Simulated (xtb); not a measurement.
xtb input (GFN2-xTB):

```bash
xtb mol.xyz --gfn 2 --ohess tight --chrg -1 --uhf 0
```
mol.xyz:
```
13

Ge     1.54065132    -0.07185087     0.05071692
C     -0.36721840     0.07725595     0.04508351
C     -1.26481501    -0.55962867     0.92522395
C     -2.60630077    -0.28846662     0.52849600
C     -2.52858948     0.51838191    -0.67103097
C     -1.18492627     0.74958972    -0.93107215
H      2.21494257     1.21239893    -0.52260722
H      2.22442707    -1.26534372    -0.75021448
H      2.08240897    -0.27661040     1.44890661
H     -0.98548024    -1.15861204     1.80042924
H     -3.48397823    -0.62335826     0.97473634
H     -3.36112712     0.86408943    -1.18562027
H     -0.77204659     1.32954836    -1.82626154
```

Output:

```
           -------------------------------------------------
          |                Calculation Setup                |
           -------------------------------------------------

           -------------------------------------------------
          |                 G F N 2 - x T B                 |
           -------------------------------------------------

        Reference                      10.1021/acs.jctc.8b01176
      * Hamiltonian:
        H0-scaling (s, p, d)           1.850000    2.230000    2.230000
        zeta-weighting                 0.500000
      * Dispersion:
        s8                             2.700000
        a1                             0.520000
        a2                             5.000000
        s9                             5.000000
      * Repulsion:
        kExp                           1.500000    1.000000
        rExp                           1.000000
      * Coulomb:
        alpha                          2.000000
        third order                    shell-resolved
        anisotropic                    true
        a3                             3.000000
        a5                             4.000000
        cn-shift                       1.200000
        cn-exp                         4.000000
        max-rad                        5.000000

          ...................................................
          :                      SETUP                      :
          :.................................................:
          :  # basis functions                  37          :
          :  # atomic orbitals                  36          :
          :  # shells                           20          :
          :  # electrons                        32          :
          :  max. iterations                   250          :
          :  Hamiltonian                  GFN2-xTB          :
          :  restarted?                      false          :
          :  GBSA solvation                  false          :
          :  PC potential                    false          :
          :  electronic temp.          300.0000000     K    :
          :  accuracy                    1.0000000          :
          :  -> integral cutoff          0.2500000E+02      :
          :  -> integral neglect         0.1000000E-07      :
          :  -> SCF convergence          0.1000000E-05 Eh   :
          :  -> wf. convergence          0.1000000E-03 e    :
          :  Broyden damping             0.4000000          :
          :  net charge                         -1          :
          :  unpaired electrons                  0          :
          ...................................................

 iter      E             dE          RMSdq      gap      omega  full diag
   1    -16.5524599 -0.165525E+02  0.426E+00    3.96       0.0  T
   2    -16.5745084 -0.220485E-01  0.214E+00    4.10       1.0  T
   3    -16.5708505  0.365797E-02  0.103E+00    4.44       1.0  T
   4    -16.5749911 -0.414060E-02  0.843E-01    4.13       1.0  T
   5    -16.5763427 -0.135162E-02  0.166E-01    4.20       1.0  T
   6    -16.5764078 -0.651696E-04  0.173E-01    4.22       1.0  T
[...]
     5   6 C       12   1 H                                       1.0838468
     6   6 C       13   1 H                                       1.0831371 (min)

 * 4 distinct bonds (by element types)

   Z      Z             #   av. dist./Å        max./Å        min./Å
   1 H    6 C           4     1.0834925     1.0838468     1.0831371
   6 C    6 C           5     1.3965465     1.4083862     1.3828538
   1 H   32 Ge          3     1.5327829     1.5420367     1.5276207
   6 C   32 Ge          1     1.8997499     1.8997499     1.8997499

           -------------------------------------------------
          |               Frequency Printout                |
           -------------------------------------------------
 projected vibrational frequencies (cm⁻¹)
eigval :       -0.00    -0.00    -0.00    -0.00     0.00     0.00
eigval :        0.90   152.34   172.31   351.74   471.32   479.40
eigval :      550.34   564.68   738.00   747.21   773.75   788.23
eigval :      820.06   826.58   874.38   893.49   908.25  1064.00
eigval :     1088.91  1103.67  1205.19  1244.57  1382.22  1420.38
eigval :     1463.95  1490.28  1666.35  1753.13  1816.18  2986.07
eigval :     2994.04  3004.72  3024.69
 reduced masses (amu)
   1: 14.29   2: 15.57   3: 60.35   4: 50.18   5: 38.91   6: 21.40   7:  1.85   8: 11.80
   9: 12.31  10: 37.29  11:  6.13  12:  7.76  13: 11.52  14: 11.06  15:  3.53  16:  2.06
  17:  2.70  18:  2.00  19: 11.00  20:  5.26  21:  4.49  22:  6.24  23:  1.56  24:  3.62
  25:  2.64  26:  2.43  27:  3.95  28: 11.45  29: 11.02  30: 11.56  31:  9.74  32: 10.76
  33:  1.57  34:  1.84  35:  1.97  36:  1.73  37:  1.80  38:  1.90  39:  1.97
Molecule has no symmetry elements
It seems to be the C1 point group
 IR intensities (km·mol⁻¹)
   1:  3.38   2:  2.77   3:  2.28   4:  4.38   5:  5.97   6:  4.10   7:  0.01   8:  0.10
   9:  0.05  10: 17.99  11:134.49  12:123.20  13:  0.47  14:  0.53  15:  0.36  16:  8.01
  17:  0.45  18:  0.17  19:  0.89  20:513.40  21:122.99  22:498.70  23:160.59  24: 12.63
  25:  0.00  26:  0.02  27:  1.53  28: 15.03  29:  0.08  30: 51.39  31: 73.14  32:  7.78
  33:820.40  34:795.62  35:779.03  36: 15.71  37:232.42  38:467.14  39:158.08
 Raman intensities (Ä⁴*amu⁻¹)
   1:  0.00   2:  0.00   3:  0.00   4:  0.00   5:  0.00   6:  0.00   7:  0.00   8:  0.00
   9:  0.00  10:  0.00  11:  0.00  12:  0.00  13:  0.00  14:  0.00  15:  0.00  16:  0.00
  17:  0.00  18:  0.00  19:  0.00  20:  0.00  21:  0.00  22:  0.00  23:  0.00  24:  0.00
  25:  0.00  26:  0.00  27:  0.00  28:  0.00  29:  0.00  30:  0.00  31:  0.00  32:  0.00
  33:  0.00  34:  0.00  35:  0.00  36:  0.00  37:  0.00  38:  0.00  39:  0.00
 output can be read by thermo (or use thermo option).
 writing <g98.out> molden fake output.
 recommended (thermochemical) frequency scaling factor: 1.0
           -------------------------------------------------
          |             Thermodynamic Functions             |
           -------------------------------------------------

c1  symmetry found (for desy threshold:  0.10E+00) used in thermo

          ...................................................
          :                      SETUP                      :
          :.................................................:
          :  # frequencies                          32      :
          :  # imaginary freq.                       0      :
          :  linear?                             false      :
          :  only rotor calc.                    false      :
          :  symmetry                               c1      :
          :  rotational number                       1      :
          :  scaling factor                  1.0000000      :
          :  rotor cutoff                   50.0000000 cm⁻¹ :
          :  imag. cutoff                  -20.0000000 cm⁻¹ :
          :.................................................:

    mode    ω/cm⁻¹     T·S(HO)/kcal·mol⁻¹    T·S(FR)/kcal·mol⁻¹   T·S(vib)
   ------------------------------------------------------------------------
       1    152.34    -0.78796 ( 98.85%)    -0.72641 (  1.15%)    -0.78725
       2    172.31    -0.71859 ( 99.30%)    -0.68993 (  0.70%)    -0.71839
   ------------------------------------------------------------------------

   temp. (K)  partition function   enthalpy   heat capacity  entropy
                                   cal/mol     cal/K/mol   cal/K/mol   J/K/mol
 298.15  VIB   7.30                 2054.170     17.541     10.838
         ROT  0.255E+06              888.752      2.981     27.722
         INT  0.186E+07             2942.923     20.522     38.560
         TR   0.160E+28             1481.254      4.968     40.697
         TOT                        4424.1767    25.4897    79.2568   331.6106

       T/K    H(0)-H(T)+PV         H(T)/Eh          T*S/Eh         G(T)/Eh
   ------------------------------------------------------------------------
    298.15    0.705037E-02    0.954898E-01    0.376575E-01    0.578323E-01
   ------------------------------------------------------------------------

         :::::::::::::::::::::::::::::::::::::::::::::::::::::
         ::                  THERMODYNAMIC                  ::
         :::::::::::::::::::::::::::::::::::::::::::::::::::::
         :: total free energy         -16.292652055286 Eh   ::
         ::.................................................::
         :: total energy              -16.350484322307 Eh   ::
         :: zero point energy           0.088439376604 Eh   ::
         :: G(RRHO) w/o ZPVE           -0.030607109582 Eh   ::
         :: G(RRHO) contrib.            0.057832267021 Eh   ::
         :::::::::::::::::::::::::::::::::::::::::::::::::::::

optimized geometry written to: xtbopt.xyz

           -------------------------------------------------
          | TOTAL ENERGY              -16.350484322307 Eh   |
Note: The following floating-point exceptions are signalling: IEEE_UNDERFLOW_FLAG IEEE_DENORMAL
normal termination of xtb
          | TOTAL ENTHALPY            -16.254994571409 Eh   |
          | TOTAL FREE ENERGY         -16.292652055286 Eh   |
          | GRADIENT NORM               0.000339999332 Eh/α |
          | HOMO-LUMO GAP               4.601894689767 eV   |
           -------------------------------------------------

------------------------------------------------------------------------
------------------------------------------------------------------------
 total:
 SCF:
 ANC optimizer:
 analytical hessian:
```

It need not be the lowest isomer of its formula. Whether it binds its extra electron was not tested at this geometry.
